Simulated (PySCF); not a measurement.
C4H6F2, SMILES C=C(C)C(F)F. Coordinates come from a PBE0-D3(BJ)/def2-SVP optimisation. One conformer was computed; it need not be the lowest.

Task: Give the equilibrium geometry at PBE0-D3(BJ)/def2-SVP (PySCF confirms it by a frequency run) as Cartesian coordinates in Å. (An estimate is asked for; the answer gives what the named calculation found.)

Result: One answer among several that fit: 
```xyz
12

C      1.6320     0.7365    -0.2644
C      0.3245     0.6745    -0.0066
C     -0.6166     1.8346    -0.0824
C     -0.3090    -0.6254     0.4050
F     -1.3578    -0.9053    -0.4114
F      0.5544    -1.6579     0.3339
H      2.1037     1.6795    -0.5527
H      2.2626    -0.1519    -0.1961
H     -1.3972     1.6479    -0.8365
H     -0.0873     2.7603    -0.3440
H     -1.1344     1.9921     0.8789
H     -0.7021    -0.5807     1.4389
```
Charge 0, spin multiplicity 1.
